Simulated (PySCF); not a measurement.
CH₄Cl₂OSi₂, SMILES Cl[Si]1(Cl)CO[SiH2]1.

The structure is a stationary point at PBE0-D3(BJ)/def2-SVP. The structure was generated by enumeration, and PubChem lists no compound with its InChIKey, so it may never have been made.

These are SMD-ωB97X/6-31G* run with PySCF values and carry that method's errors.

Solvation free energies are E(SMD) − E(gas) at the gas-phase geometry, for 1 M in both phases. In vacuum the dipole moment is 0.90 D.

| solvent | ΔG(solv) (kcal/mol) | its non-electrostatic (CDS) part | dipole (D) |
|---|---|---|---|
| water | (withheld) | (withheld) | (withheld) |
| acetone | -5.4 | -2.1 | 1.16 |
| tetrahydrofuran | -4.7 | -2.0 | 1.14 |

Fill in the missing entries. (Estimate from the structure and the level; the computed values follow.)


- water, ΔG(solv) (kcal/mol): -2.0
- water, its non-electrostatic (CDS) part: 2.8
- water, dipole (D): 1.01
